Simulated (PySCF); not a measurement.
1,1,2-trichloroprop-1-ene (C3H3Cl3), SMILES C(Cl)(C)=C(Cl)Cl. Coordinates come from a PBE0-D3(BJ)/def2-SVP optimisation.

Give the equilibrium geometry at PBE0-D3(BJ)/def2-SVP (PySCF confirms it by a frequency run) as a Z-matrix, and its point group. (An estimate is asked for; the answer gives what the named calculation found.)

point group Cs.
```
C
C 1 1.3458
C 1 1.4886 2 126.02
H 3 1.0961 1 111.16 2 0.00
H 3 1.1011 4 109.10 1 121.47
H 3 1.1011 4 109.10 5 117.05
Cl 2 1.7146 1 123.62 3 180.00
Cl 2 1.7255 1 121.82 3 0.00
Cl 1 1.7290 2 119.23 7 0.00
```
Charge 0, spin multiplicity 1.
